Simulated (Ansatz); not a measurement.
CH$_{2}$OSSi, SMILES `O=C1[SiH2]S1`. Total charge 0; spin multiplicity 1. The geometry is a stationary point of PBE0-D4/def2-TZVP.

```xyz
6

O    -1.521   -0.629   -1.537
C    -0.677   -0.459   -0.729
Si    0.382    0.462    0.463
S     0.528   -1.621    0.072
H    -0.171    0.898    1.764
H     1.459    1.349   -0.033
```

(1) What is the dipole moment at r2SCAN/def2-TZVPP? (Best estimate.)

(2) And with PBE, B3LYP, ωB97M-V? (Estimate.)

(3) Give the Mulliken charges with r2SCAN, ωB97M-V, B3LYP in def2-TZVPP. (Best estimate.)

Results:

(1) Ansatz gave: 2.89 D, with components (1.49, 1.73, 1.78) D in this frame, pointing from negative to positive charge.

(2) The calculation gave: PBE 2.72 D, B3LYP 3.04 D, ωB97M-V 3.09 D.

(3) Ansatz gave: 
| atom | r2SCAN | ωB97M-V | B3LYP |
| --- | --- | --- | --- |
| O1 | -0.23 | -0.22 | -0.20 |
| C2 | 0.13 | 0.12 | 0.13 |
| Si3 | 0.38 | 0.24 | 0.32 |
| S4 | -0.18 | -0.14 | -0.17 |
| H5 | -0.05 | 0.00 | -0.04 |
| H6 | -0.05 | 0.00 | -0.04 |

B3LYP here is the variant with VWN-RPA as its local correlation; programs differ in this.
